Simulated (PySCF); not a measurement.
C₄H₃S, charge -1, singlet, geometry from GFN2-xTB (in this run its highest filled SCF level lies above zero, so its values depend strongly on the basis, on diffuse functions most of all), with bond 8-5 at 1.6 times its length; PySCF with SVWN5/pcseg-1.

PySCF was given this input:
```python
from pyscf import gto, scf, dft

mol = gto.Mole()
mol.atom = '''
    S    -0.005375   -0.048157    1.218419
    C     0.019862    1.307726   -0.163200
    C    -0.016961   -1.175655   -0.087082
    C     0.017210    0.812955   -1.371054
    C    -0.004057   -0.620932   -1.325629
    H     0.032994    2.305663    0.240934
    H    -0.033413   -2.229529    0.160926
    H    -0.013419   -1.627731   -2.748267
'''
mol.basis = 'pcseg-1'
mol.charge = -1
mol.spin = 0
mol.verbose = 4
mol.build()

mf = dft.RKS(mol)
mf.xc = 'lda,vwn'
mf.conv_tol = 1e-11
mf.kernel()
```

What the program printed (banner, timings and long lists left out):

```
PySCF version 2.14.0

[INPUT] verbose = 4
[INPUT] num. atoms = 8
[INPUT] num. electrons = 44
[INPUT] charge = -1
[INPUT] spin (= nelec alpha-beta = 2S) = 0
[INPUT] symmetry False subgroup None
[INPUT] Mole.unit = angstrom
[INPUT] Symbol           X                Y                Z      unit          X                Y                Z       unit  Magmom
[...]
nuclear repulsion = 186.476593772392
number of shells = 21
number of NR pGTOs = 165
number of NR cGTOs = 89
basis = pcseg-1
ecp = {}

******** <class 'pyscf.dft.rks.RKS'> ********
method = RKS
initial guess = minao
damping factor = 0
level_shift factor = 0
DIIS = <class 'pyscf.scf.diis.CDIIS'>
diis_start_cycle = 1
diis_space = 8
diis_damp = 0
SCF conv_tol = 1e-11
SCF conv_tol_grad = None
SCF max_cycles = 50
direct_scf = True
direct_scf_tol = 1e-13
XC library pyscf.dft.libxc version 7.1.2
    S. Lehtola, C. Steigemann, M. J. T. Oliveira, and M. A. L. Marques,  SoftwareX 7, 1–5 (2018)
XC functionals = lda,vwn
    P. A. M. Dirac,  Math. Proc. Cambridge Philos. Soc. 26, 376 (1930)
    F. Bloch,  Z. Phys. 57, 545 (1929)
    S. H. Vosko, L. Wilk, and M. Nusair,  Can. J. Phys. 58, 1200 (1980)
radial grids:
    Treutler-Ahlrichs [JCP 102, 346 (1995); DOI:10.1063/1.469408] (M4) radial grids

becke partition: Becke, JCP 88, 2547 (1988); DOI:10.1063/1.454033
pruning grids: <function nwchem_prune>
grids dens level: 3
symmetrized grids: False
atomic radii adjust function: <function treutler_atomic_radii_adjust>
small_rho_cutoff = 0
Set gradient conv threshold to 3.16228e-06
Initial guess from minao.
tot grids = 104776
init E= -549.924543510939
[...]
cycle= 1 E= -549.306784571467  delta_E= 0.618  |g|= 0.685  |ddm|=  3.4
[...]
cycle= 2 E= -548.003544055971  delta_E=  1.3  |g|= 1.76  |ddm|= 5.81
[...]
cycle= 3 E= -549.386926424841  delta_E= -1.38  |g|= 0.509  |ddm|= 5.61
[...]
cycle= 4 E= -549.456190175575  delta_E= -0.0693  |g|= 0.189  |ddm|= 0.885
[...]
cycle= 5 E= -549.462403931553  delta_E= -0.00621  |g|= 0.139  |ddm|= 0.428
[...]
cycle= 6 E= -549.467406828905  delta_E= -0.005  |g|= 0.0508  |ddm|= 0.221
[...]
cycle= 7 E= -549.468195238597  delta_E= -0.000788  |g|= 0.00937  |ddm|= 0.0947
[...]
cycle= 8 E= -549.468232418435  delta_E= -3.72e-05  |g|= 0.00603  |ddm|= 0.0322
[...]
cycle= 9 E= -549.468243840463  delta_E= -1.14e-05  |g|= 0.0015  |ddm|= 0.0103
[...]
cycle= 10 E= -549.468244442952  delta_E= -6.02e-07  |g|= 0.000755  |ddm|= 0.0037
[...]
cycle= 11 E= -549.468244658024  delta_E= -2.15e-07  |g|= 0.000219  |ddm|= 0.0016
[...]
cycle= 12 E= -549.468244671419  delta_E= -1.34e-08  |g|= 3.18e-05  |ddm|= 0.00033
[...]
cycle= 13 E= -549.468244671678  delta_E= -2.59e-10  |g|= 1.51e-05  |ddm|= 7.05e-05
[...]
cycle= 14 E= -549.468244671644  delta_E= 3.42e-11  |g|= 1.74e-05  |ddm|= 3.41e-05
[...]
cycle= 15 E= -549.46824467174  delta_E= -9.58e-11  |g|= 1.45e-06  |ddm|= 2.09e-05
[...]
cycle= 16 E= -549.46824467174  delta_E= -3.41e-13  |g|= 1.2e-06  |ddm|= 3.64e-06
[...]
Extra cycle  E= -549.46824467174  delta_E=    0  |g|= 3.31e-06  |ddm|= 7.5e-06
converged SCF energy = -549.46824467174
```
